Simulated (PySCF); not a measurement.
Compound: C5H8NPS.
Geometry (GFN2-xTB, Å), atoms numbered from 1 in this order:
```xyz
16
C5H8NPS angstrom
C      2.6488   -1.2897    0.3715
S      1.8327    0.2932    0.0668
C      0.1646   -0.2495    0.0525
P     -0.4369   -1.8636    0.2797
C     -2.0562   -1.2130    0.0730
C     -2.0510    0.1292   -0.1470
N     -0.8068    0.6718   -0.1594
C     -0.5281    2.0651   -0.3712
H      2.4082   -1.9757   -0.4367
H      3.7161   -1.0942    0.4033
H      2.3032   -1.6911    1.3208
H     -2.9442   -1.8162    0.1170
H     -2.9034    0.7661   -0.3043
H      0.1149    2.1926   -1.2453
H     -1.4611    2.6024   -0.5270
H     -0.0085    2.4814    0.4950
```

Method used: TDDFT B3LYP/def2-SVPD, vertical, gas phase, core orbitals frozen in the response in PySCF.

Kohn–Sham orbitals with the atoms that hold most of them (Löwdin shares over 4%, at most four atoms; ? is withheld):

```csv
orbital,ε (eV),atoms
HOMO-3,-7.82,"S2 38%, C3 20%, C6 12%, C5 9%"
HOMO-2,-7.45,"P4 64%, C5 12%, C3 9%"
HOMO-1,-6.63,"C5 28%, N7 23%, P4 20%, C6 8%"
HOMO,?,?
LUMO,-0.27,?
LUMO+1,0.16,"S2 49%, C1 15%, H10 7%, C3 7%"
LUMO+2,0.28,"S2 26%, C8 20%, H15 10%, H16 8%"
```

(1) Which atoms hold the HOMO, and with what shares?

(2) Which atoms hold the LUMO, and with what shares?

(3) What is the HOMO energy, and the HOMO–LUMO gap?

Answers

(1) S2 (bonded to 2 C) 27%; P4 (bonded to 2 C) 22%; C3 (bonded to N, P and S) 19%; C6 (bonded to C, N and H) 14%. By element: carbon 33% or more, sulfur 27%, phosphorus 22%.

(2) P4 (bonded to 2 C) 33%; C3 (bonded to N, P and S) 26%; N7 (bonded to 3 C) 14%; S2 (bonded to 2 C) 12%.

(3) ε(HOMO) = -5.40 eV; the gap is 5.13 eV (0.1885 hartree).

Question: How does S1 compare with the orbital gap of 5.13 eV?

Answer: S1 is at 4.60 eV (f = 0.0000), 0.53 eV below the gap, made of HOMO→LUMO+1 (97%). Its leading pair isn't HOMO and LUMO; the energies of that pair differ by 5.55 eV. Without the coupling terms of the response equations the lowest excitation would equal the gap.

Question: One configuration dominates each of S1, S2 and S8. Which, and how do the shares of the two leading atoms of either orbital change from the occupied to the empty one?

Answer: 
- S1 (4.60 eV, f 0.0000), HOMO→LUMO+1 (97%): S2 27% → 49%, P4 22% → at most 7%, C1 at most 14% → 15%
- S2 (4.77 eV, f 0.174), HOMO→LUMO (93%): S2 27% → 12%, P4 22% → 33%, C3 19% → 26%
- S8 (5.99 eV, f 0.0010), HOMO-1→LUMO+1 (85%): C5 28% → at most 7%, N7 23% → at most 7%, S2 at most 8% → 49%, C1 at most 8% → 15%

One conformer stands for the species.
